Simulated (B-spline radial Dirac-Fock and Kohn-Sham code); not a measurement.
S³⁺ in Watson spheres of different radius

Calculated with an atomic code on a B-spline grid, using multi-electron Dirac-Fock with separately optimised hole states, Breit and Lamb-shift corrections added in first order. The ion, [Ne] 3s2 3p1, sits in a hollow sphere of charge Q = -3, a simple model of the Madelung potential. Inside the sphere an electron's potential energy is raised by the constant 14.40·|Q|/R eV, so binding energies fall by about that much as long as the orbitals stay inside.

```
radius (Å)  14.40 |Q|/R (eV)  1s (eV)  2s (eV)  2p1/2 (eV)  2p3/2 (eV)  3s (eV)  3p (eV)
       1.6             27.00   2501.5    256.4       191.5       190.3    30.39    19.61
       2.4             18.00   2510.3    265.3       200.4       199.2    39.28    28.46
```

From the smallest to the largest radius 1s moves by +8.9 eV, while the constant potential alone would give +9.0 eV; the difference comes from charge outside the sphere and its screening.
